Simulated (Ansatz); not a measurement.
Question: Name a neutral molecule of C, Sb, Si and H with LUMO energy (ωB97M-V/def2-TZVPP) between 1.30 and 1.60 eV and HOMO energy (ωB97M-V/def2-TZVPP) between -8.55 and -8.25 eV (Ansatz, PBE0-D4/def2-TZVP geometry).

Answer: `C[CH2][Sb]([SiH3])[CH](C)C` (1.32 eV, -8.45 eV). Other molecules can fit too; these were computed, each in one conformer that needn't be the lowest.
